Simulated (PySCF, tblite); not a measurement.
Isomers of C7H12Si. Computed values, GFN2-xTB/tblite, gas phase, harmonic and unscaled. Against measured fundamentals such values can be off by several per cent, at times by over 20. Modes of hydrogen on silicon can be 10 to 20 % off. One conformer each.

Electronic energies: PBE0/pcSseg-1 single points on the GFN2-xTB geometries (PySCF, gas phase).

```csv
SMILES,"electronic energy, lowest = 0 (kcal/mol)"
C=CC[SiH]1CC=CC1,0.0
CCCC1=C[SiH2]C=C1,4.0
CC/C=C/CC#C[SiH3],35.6
CCC/C=C/C#C[SiH3],31.7
```

Question: How do GFN2-xTB zero-point energies change the relative energies?

Answer: 
| SMILES | ZPE (kcal/mol) | of it from modes above 1550 cm⁻¹ | electronic (kcal/mol) | with ZPE, lowest = 0 (kcal/mol) | lowest mode (cm⁻¹) | rings |
| --- | --- | --- | --- | --- | --- | --- |
| C=CC[SiH]1CC=CC1 | 103.0 | 55.6 | 0.0 | 0.0 | 32 | 1 |
| CCCC1=C[SiH2]C=C1 | 102.6 | 54.2 | 4.0 | 3.6 | 57 | 1 |
| CCC/C=C/C#C[SiH3] | 99.4 | 53.9 | 31.7 | 28.2 | 7 | 0 |
| CC/C=C/CC#C[SiH3] | 99.2 | 54.0 | 35.6 | 31.8 | 15 | 0 |

The zero-point energies span 3.8 kcal/mol, from `CC/C=C/CC#C[SiH3]` to `C=CC[SiH]1CC=CC1`. The order is unchanged.

Question: And how do the electronic energies of GFN2-xTB itself compare?

Answer: `C=CC[SiH]1CC=CC1` 10.4; `CCCC1=C[SiH2]C=C1` 0.0; `CCC/C=C/C#C[SiH3]` 16.2; `CC/C=C/CC#C[SiH3]` 18.9 kcal/mol, lowest = 0. Against the energies above, taken from the same isomer `C=CC[SiH]1CC=CC1`, the largest difference is 27.1 kcal/mol.
